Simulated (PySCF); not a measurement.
**Trend along group 14: MN cations**

CCSD(T) with double-zeta basis sets in PySCF, for the lowest determinant that a PBE0 search found; no spin–orbit coupling. De refers to high-spin ground-configuration atoms (the charge goes to the atom of lower measured ionisation energy or higher electron affinity, which is not always the lowest computed limit).

| M | basis | reference, frozen orbitals | charged atom | state (unpaired electrons) | Re (Å) | ωe (cm⁻¹) | De (eV) |
| --- | --- | --- | --- | --- | --- | --- | --- |
| C | def2-SVP | ROHF, 2 | C+ | triplet (σ ↑, π ↑) | 1.251 | 1751 | 4.56 |
| Si | def2-SVP | UHF, 6 | Si+ | triplet (π ↑↑) | 1.806 | 763 | 1.90 |
| Ge | 6-31G(d,p) | UHF, 10 | Ge+ | triplet (π ↑↑) | 1.937 | 586 | 1.46 |
| Sn | def2-SVP | ROHF, 5 | Sn+ | triplet (π ↑↑) | 2.174 | 481 | 0.99 |
| Pb | def2-SVP | ROHF, 5 | Pb+ | triplet (π ↑↑) | 2.297 | 412 | n/a |

The shortest bond is that of CN⁺ (1.251 Å), the longest that of PbN⁺ (2.297 Å).

The rows differ in basis set, which adds steps of its own.

The state changes along the series, so neighbouring rows are not always alike in their bonding.

Correlated steps freeze the inner cores (2 to 10 orbitals); shallow outer-core shells are correlated. UHF and ROHF references stand side by side, which adds small steps between rows. Correlated levels converge slowly with the basis: in double zeta they bind strong bonds too weakly, by up to about 1 eV, and carry superposition errors of some tenths. Spin–orbit coupling is left out, which matters for elements this heavy, above all for dissociation energies. For an ion De counts to the pair picked by the measured ionisation energies or electron affinities, which need not be the lowest pair at this level. The CCSD T1 diagnostic is raised in CN⁺, a sign that a single reference may not be enough there. States were picked by a PBE0 search and need not be the measured ground states.
